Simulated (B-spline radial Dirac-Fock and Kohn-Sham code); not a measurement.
**Tb⁵⁺: non-radiative channels of the 3d3/2 vacancy**

System: the Tb⁵⁺ ion, [Kr] 4d10 4f7 5s2 5p5.

Method: independent-particle radiative and Coulomb Auger rates from relativistic LDA hole-state orbitals, with Dirac-Fock energies. Computed with a radial atomic solver. Kinetic energies are configuration averages from the vacuum level; the two-hole energies are estimated from single-hole states.

```csv
transition,kinetic energy (eV),width (meV),share (%)
M4-N1N4,605.8,77.2,7.3
M4-N2N4,688.1,66.0,6.3
M4-N3N4,–,142,13.4
M4-N4N4,852.9,122,11.6
M4-N4N5,858.8,248,23.6
M4-N4N7,1013.4,66.9,6.4
M4-N4N6,1013.5,52.2,5.0
M4-N5N6,1018.9,53.4,5.1
M4-N6N6,1171.6,20.9,2.0
M4-N6N7,1172.5,61.6,5.8
```

A dash stands for an energy that rests on an unreliable hole state.

The listed channels hold 86 % of the non-radiative rate. Summed by principal shells, of 1.05 eV in all: MNN 94.8 %, MNO 5.2 %.
